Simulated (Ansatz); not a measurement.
Total energies of C2H8Al2, SMILES `C[CH2][AlH][AlH2]`.

Z-matrix (Å, degrees):
```
C
C 1 1.527
H 1 1.094 2 111.6
H 1 1.094 2 112.5 3 -120.2
H 1 1.094 2 111.6 3 119.5
Al 2 1.969 1 116.7 3 -59.8
H 2 1.099 1 110.5 3 62.9
H 2 1.099 1 110.5 3 177.7
Al 6 2.597 2 121.9 1 -0.3
H 6 1.601 2 116.8 1 179.8
H 9 1.598 6 122.4 2 89.7
H 9 1.598 6 122.4 2 -90.1
```

Total charge 0; spin multiplicity 1. All single points use the PBE0-D4/def2-TZVP geometry. It is one conformer, not always the lowest. Basis def2-TZVPP, Ansatz 0.2.0.

RPA on PBE orbitals: Hartree–Fock energy of these orbitals -564.19256 Eh, correlation -0.95954 Eh (frozen core).

```csv
functional,kind,energy without D4 (Eh),D4 term (kJ/mol)
PBE0,"global hybrid, 25 % exact exchange",-565.55603,-17.2
B2PLYP,double hybrid,-565.57079,–
```

Question: Give the same for LDA (SPW92), PBE, revPBE, BLYP, r2SCAN, B97M-V, B3LYP, r2SCANh, r2SCAN0, HSE06 (plane-wave form), BHLYP, CAM-B3LYP, LC-ωPBE, ωB97X-V, ωB97M-V, PBE-QIDH. (Best estimate.)

Answer: Computed: 
```csv
functional,kind,energy without D4 (Eh),D4 term (kJ/mol)
LDA (SPW92),LDA,-562.98230,–
PBE,GGA,-565.48914,-20.1
revPBE,GGA,-565.75904,-57.9
BLYP,GGA,-565.83931,-43.2
r2SCAN,meta-GGA,-565.77728,-5.1
B97M-V,meta-GGA with VV10,-565.78342,–
B3LYP,"global hybrid, 20 %",-565.94741,-32.4
r2SCANh,"meta-GGA hybrid, 10 %",-565.77155,-5.5
r2SCAN0,"meta-GGA hybrid, 25 %",-565.76384,-6.1
HSE06 (plane-wave form),screened hybrid,-565.53808,-16.2
BHLYP,"global hybrid, 50 %",-565.84001,-26.4
CAM-B3LYP,range-separated hybrid,-565.84793,-17.8
LC-ωPBE,long-range corrected hybrid,-565.67500,–
ωB97X-V,range-separated hybrid GGA with VV10,-565.78772,–
ωB97M-V,range-separated hybrid meta-GGA with VV10,-565.79023,–
PBE-QIDH,double hybrid,-565.36690,–
```

B3LYP takes the VWN-RPA correlation (the form of Gaussian; ORCA's B3LYP/G). HSE06 is the plane-wave form, built on full-range PBE exchange. The double hybrids freeze the cores in their second-order part.

LC-ωPBE has ω = 0.4 bohr⁻¹.
